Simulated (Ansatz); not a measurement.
Compare A (`CC(F)([SiH3])[SiH3]`) with its isomer B (`C[SiH2]C[SiH2]F`).

Calculated with Ansatz (gas phase, PBE0-D4/def2-TZVP geometries, no zero-point term in ΔE). CCSD(T)/CBS is the MP2 limit (def2-TZVPP, def2-QZVPP) plus CCSD(T) − MP2 in def2-TZVPP, frozen cores. Functionals use def2-TZVPP. B3LYP here is the variant with VWN-RPA as its local correlation; programs differ in this. One conformer a species, not always the lowest.

Which isomer does CCSD(T)/CBS put lower? Give the gap. (Estimate.)

Ansatz gave: B, by 73.5 kcal/mol.

Give E(B) − E(A) in kcal/mol with r2SCAN-D4, MP2/def2-TZVPP, PBE-D4, CCSD(T)/def2-TZVPP, B2PLYP, HF/def2-TZVPP, B3LYP. (Estimate.)

Ansatz gave: r2SCAN-D4 -72.3, MP2/def2-TZVPP -76.1, PBE-D4 -67.8, CCSD(T)/def2-TZVPP -72.4, B2PLYP -73.0, HF/def2-TZVPP -74.8, B3LYP -71.2. None reverses the order clearly.

Largest T1 diagnostic: 0.012.

The D4 term adds +0.8 kcal/mol with B3LYP and +0.4 kcal/mol with PBE0; it sums over pairs of atoms, weighted by their polarisabilities, and B3LYP, whose exchange is more repulsive, gets the larger term. From PBE to PBE0 (25 % exact exchange), in def2-TZVPP and without D4, E(B) − E(A) moves by −3.0 kcal/mol.
